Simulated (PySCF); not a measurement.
Compound: C2H6GaN.
Bonds: C1–C2 (triple), C2–Ga3, Ga3–N4. Hydrogens: H5 on C1; H6, H7 on Ga3; H8, H9, H10 on N4.

The calculation used PBE0-D3(BJ)/def2-SVP geometry optimisation, gas phase in PySCF 2.14.0.

Question: How far are the bound atoms from Ga3?

Answer: 4 atoms: H7 1.575 Å, H6 1.575 Å, C2 1.953 Å, N4 2.137 Å. The nearest atom not counted as bound is H10, at 2.66 Å (others tie with it).

Question: List the angles at Ga3.

Answer: 
```
    angle  degrees  distance of the outer atoms (Å)
H6–Ga3–H7    121.0                             2.74
C2–Ga3–H6    116.3                             3.00
C2–Ga3–H7    116.2                             3.00
N4–Ga3–H7    100.3                             2.87
N4–Ga3–H6    100.2                             2.87
C2–Ga3–N4     94.8                             3.01
```

Question: Describe the arrangement about Ga3 in numbers.

Answer: Angles from 94.8° to 121.0°; τ4 = (360° − α − β)/141° = 0.87 with α and β the two widest (0 for a square, 1 for a tetrahedron).

Question: What are the other bond lengths?

Answer: C1≡C2 1.221 Å; C1–H5 1.076 Å; N4–H8, N4–H9, N4–H10 1.020 Å.

Question: Give some angles away from the centre.

Answer: C1–C2–Ga3 177.7°.

Question: What are the rotational constants (commonest isotopes, rigid rotor)?

Answer: A = 7339, B = 3044, C = 2250 MHz: an asymmetric top.

Point group: Cs (every atom within 0.08 Å of its image). Charge 0, singlet. No PBE0-D3(BJ)/def2-SVP frequencies stand behind this structure, so it isn't proved a minimum.

The run took 22 s on Arm Neoverse V2, one thread, shared host with 32 logical CPUs at a one-minute load of 29, and the process peaked at 0.42 GiB of memory. These figures are those of the optimisation.
